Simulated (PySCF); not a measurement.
**Dipole moment and polarisability of `C=C1C=C/C1=C(/C)O[SiH3]`**

Species: C7H10OSi.
Geometry (PBE0-D3(BJ)/def2-SVP, Å), atoms numbered from 1 in this order:
```
atom  x, y, z in Å
C1    -2.8637   -0.8417    0.4115
C2    -2.1179    0.2427    0.1871
C3    -2.3867    1.6945    0.0608
C4    -1.0710    1.9814   -0.1469
C5    -0.6683    0.5694   -0.0446
C6     0.4964   -0.0912   -0.1406
C7     0.6532   -1.5683   -0.0105
O8     1.6197    0.6310   -0.4013
Si9    3.2367    0.2367   -0.2275
H10   -3.9442   -0.7519    0.5480
H11   -2.4340   -1.8439    0.4659
H12   -3.2986    2.2908    0.1137
H13   -0.5093    2.8997   -0.3229
H14    1.0511   -2.0054   -0.9417
H15   -0.3053   -2.0501    0.2130
H16    1.3577   -1.8237    0.8006
H17    3.9794    1.4445   -0.6719
H18    3.6071   -0.9342   -1.0778
H19    3.5635   -0.0776    1.1967
```

Level: wB97X-D/def2-SVPD (PySCF), static field, nuclei fixed, core orbitals frozen in the response. The polarisability tensor in these axes (au):

```
x   163.82  -4.15  -9.23
y    -4.15 122.21  -4.19
z    -9.23  -4.19  78.99
```

Task: Give the principal values, the mean and the anisotropy Δα = √{½[(α1 − α2)² + (α2 − α3)² + (α1 − α3)²]}.

Result: Principal values 77.52, 122.37 and 165.13 au; mean 121.67 au = 18.03 Å³ = 20.06 × 10⁻⁴⁰ C²·m²/J; Δα = 75.88 au (62 % of the mean).

Task: What is the dipole moment, and where does it point?

Result: (0.82, -0.64, 0.13) D, 1.05 D in size, pointing from the negative to the positive side. Measured along this direction, the outermost atoms are H12 at the negative end and H18 at the positive end.

Task: Refractivity n − 1 of an ideal gas of it at 400 K and 1 atm, from the electronic α?

Result: N = p/kT = 1.8347 × 10¹⁹ cm⁻³, so n − 1 = 2π × N × 18.03 × 10⁻²⁴ cm³ = 2078 × 10⁻⁶ at long wavelengths, for an ideal gas.

Task: In TDDFT the mean static polarisability is Σ f/ω² over all singlet excitations (ω in hartree). How much of it do the 10 lowest give? Their energies (eV) and oscillator strengths: 4.41, 0.0580; 5.39, 0.2159; 5.76, 0.2710; 5.79, 0.2958; 6.40, 0.4602; 6.51, 0.0016; 6.79, 0.0007; 6.94, 0.0000; 7.08, 0.0285; 7.18, 0.0002.

Result: They add up to 29.07 au, 23.9 % of the 121.67 au; the largest single term is 8.32 au, from the state at 6.40 eV. Terms in order: 2.21, 5.50, 6.05, 6.53, 8.32, 0.03, 0.01, 0.00, 0.42, 0.00 au. Higher excitations give the rest. The strengths listed sum to 1.332.

Task: Find the Langevin capture rate constant for H3O+ (19.018 u) meeting this molecule (138.050 u), k = 2.342 × 10⁻⁹ cm³/s × √(α in Å³ / reduced mass in u).

Result: The reduced mass is 16.72 u, so k = 2.43 × 10⁻⁹ cm³/s. The formula leaves out the permanent dipole, which adds to the capture rate.

Task: What depolarisation ratio follows for Rayleigh scattering of linearly polarised light, taking the static tensor?

Result: ρ = 3Δα²/(45ᾱ² + 4Δα²) = 17272.0/(666177 + 23029.3) = 0.0251.

Task: Give the eigenvalues of the traceless quadrupole moment Θ = ½Σq(3rr − r²1), origin at the centre of nuclear charge.

Result: -8.23, 1.30, 6.92 D·Å. The values depend on the origin, since the dipole doesn't vanish. The electronic extent ⟨r²⟩ about the same centre is 1809 bohr², a root-mean-square distance of 2.62 Å for the 74 electrons.

The structure is a single PBE0-D3(BJ)/def2-SVP conformer in the gas phase; no vibrational or solvent corrections.
